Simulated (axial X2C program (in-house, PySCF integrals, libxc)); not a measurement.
Ionising BeB

Computed with an axial X2C code built on PySCF integrals, spin-free (one-electron X2C) or two-component (2c: spin–orbit coupling with atomic mean-field Coulomb and Gaunt terms, which also bring small scalar terms), in Dyall basis sets with cores contracted in-house; open shells are unrestricted.

Basis sets: B dyall-v3z, Be dyall-cv3z. Frozen shells (counts by l): BeB B 1s, Be 1s, 5 electrons correlated; BeB⁺ B 1s, Be 1s, 4 electrons correlated. Where the outer core of a metal is frozen, bonds come out longer and ionisation energies lower.

```tsv
Hamiltonian	level	BeB state	Re (Å)	ωe (cm⁻¹)	De (eV)
spin-free	PBE0	M_S = 1/2, Λ = 1	1.956	617.8	0.97
spin-free	MP2	M_S = 1/2, Λ = 1	1.912	707.1	0.70
2c	PBE0	Ω = 1/2	1.957	617.8	0.97
2c	MP2	Ω = 1/2	1.912	706.9	0.70
```

Adiabatic ionisation energy (minimum to minimum, no zero-point term) and constants of BeB⁺:

```json
{"Hamiltonian": "spin-free", "level": "PBE0", "BeB⁺ state": "M_S = 0, Λ = 0", "IE (eV)": "7.43", "Re (Å)": "2.210", "ωe (cm⁻¹)": "474.5", "De (eV)": "2.18", "fragments": "B+ + Be"}
{"Hamiltonian": "spin-free", "level": "MP2", "BeB⁺ state": "M_S = 0, Λ = 0", "IE (eV)": "7.21", "Re (Å)": "2.207", "ωe (cm⁻¹)": "483.8", "De (eV)": "1.75", "fragments": "B+ + Be"}
{"Hamiltonian": "2c", "level": "PBE0", "BeB⁺ state": "Ω = 0", "IE (eV)": "7.43", "Re (Å)": "2.210", "ωe (cm⁻¹)": "474.5", "De (eV)": "2.18", "fragments": "B+ + Be"}
{"Hamiltonian": "2c", "level": "MP2", "BeB⁺ state": "Ω = 0", "IE (eV)": "7.21", "Re (Å)": "2.207", "ωe (cm⁻¹)": "483.8", "De (eV)": "1.75", "fragments": "B+ + Be"}
```

(1) Add the zero-point terms to the ionisation energy at MP2, 2c, and say whether the electron removed was bonding.

(2) Close the cycle De(BeB⁺) + IE(BeB) = De(BeB) + IE(B) to find the atomic ionisation energy at MP2, 2c.

Each entry is the lowest single determinant of a limited PBE0 search at one distance. De goes to single-determinant-based atoms at the same level (for ions the charge split of lowest energy) and is withheld (n/a) where an atom does not fit its ground term or J level. Main or longest-lived isotopes. One determinant is a doubtful description, or other states lie close, for BeB; these need not be ground states, and all values refer to the states named. Some light 2c atoms are not at their ground J level, so De misses part of their lowering (0.04 eV or less). The functionals have no current term, which raises determinants with orbital currents. Where the atoms have a lower orbital projection than the molecule, De at mean-field level may be about a tenth of an eV too small.

Answers

(1) IE0 = IE + (ωe⁺ − ωe)/2 = 7.21 + (-0.014) = 7.20 eV. Re changes by 0.295 Å, so the bond lengthens, as on loss of a bonding electron.

(2) IE(B) = 1.75 + 7.21 − 0.70 = 8.26 eV, for the determinants used.
